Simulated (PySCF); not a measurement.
## Peak assignment

Cartesian coordinates in Å; atom numbers follow the order of the lines, from 1:
```xyz
21

B    -0.6695    0.2214    2.0370
P    -0.4187   -0.2645    0.1965
C    -1.4375    0.6510   -0.9869
C    -2.2773    1.6079   -0.5872
C    -0.5277   -1.9951   -0.3011
C     0.6553   -2.3720   -0.8297
C     1.6696   -1.3155   -0.9087
C     1.2814   -0.1070   -0.4434
C     2.0621    1.1540   -0.3569
H    -1.8495   -0.0016    2.2669
H    -0.3736    1.4109    2.0457
H     0.1090   -0.4849    2.6572
H    -1.3256    0.3844   -2.0438
H    -2.8858    2.1635   -1.3074
H    -2.3831    1.8626    0.4720
H    -1.3986   -2.6328   -0.1498
H     0.8653   -3.3891   -1.1724
H     2.6702   -1.5088   -1.3067
H     2.1428    1.4875    0.6906
H     1.5650    1.9694   -0.9080
H     3.0749    1.0253   -0.7647
```

Level of theory: structure optimised with PBE0-D3(BJ)/def2-SVP, σ from GIAO-PBE0/pcSseg-1, in PySCF (fast rotation and ring inversion assumed for equivalent nuclei, no solvent model, non-relativistic, a single conformation).

δ = σ(ref) − σ, references computed at the same level: $^{13}$C and $^{1}$H against TMS.

Problem. Assign these signals to the numbered atoms. $^{13}$C{$^{1}$H} NMR (computed): δ 156.9, 151.0, 149.4, 142.2, 137.3, 134.1, 16.7.

Solution. 
156.9 → C8, fully substituted alkene carbon: an sp2 carbon of a C=C bond
151.0 → C6, alkene CH: an sp2 carbon of a C=C bond
149.4 → C4, terminal =CH2 carbon: the olefinic region
142.2 → C7, alkene CH: as expected for a trigonal carbon in a double bond
137.3 → C5, alkene CH
134.1 → C3, alkene CH
16.7 → C9, allylic methyl carbon: a saturated carbon with 1 carbon neighbour and no heteroatom attached

C6 and C4 lie closer than the usual error of such a calculation, so a measured spectrum could show them in the other order.

Problem. Assign these signals to the numbered atoms. $^{1}$H NMR (400 MHz, computed): δ 7.09 (m, 1H), 7.01 (m, 1H), 6.71 (m, 1H), 6.65 (m, 1H), 6.45 (m, 1H), 5.72 (m, 1H), 2.12 (m, 3H), 1.00 (br, 3H).

Solution. 
| δ (ppm) | atoms | environment | reason |
| --- | --- | --- | --- |
| 7.09 | H15 | hydrogen on a terminal =CH2 carbon | olefinic region |
| 7.01 | H17 | hydrogen on an alkene CH | attached to an sp2 carbon and in the plane of the double bond |
| 6.71 | H14 | hydrogen on a terminal =CH2 carbon | olefinic region |
| 6.65 | H18 | hydrogen on an alkene CH | olefinic region |
| 6.45 | H16 | hydrogen on an alkene CH | – |
| 5.72 | H13 | hydrogen on an alkene CH | – |
| 2.12 | H19/H20/H21 | hydrogen on an allylic methyl carbon | allylic position |
| 1.00 | H10/H11/H12 | hydrogen on a boron bonded to P | – |

H15 and H17; H14 and H18 lie closer than the usual error of such a calculation, so a measured spectrum could show them in the other order.

Hydrogens on boron are broadened and split by $^{11}$B (spin 3/2, 80 %) and 10B (spin 3). Splittings by $^{31}$P in the carbon and heteronuclear signals aren't shown, as no couplings were computed. Shifts are as computed. Against solution values, carbons near 30 ppm lie about +2 ppm off and those near 130 ppm about +5 ppm. Of 1313 compounds with measured shifts, 239 miss one by over three times the rms of a fit or turn the order of signals round; such compounds aren't used in these exercises. No couplings were computed; multiplicities are counted from neighbouring protons, with m where these are inequivalent, close in shift, in a saturated or five-membered ring or joined by F or P, and br s for small geminal =CH2 splittings.
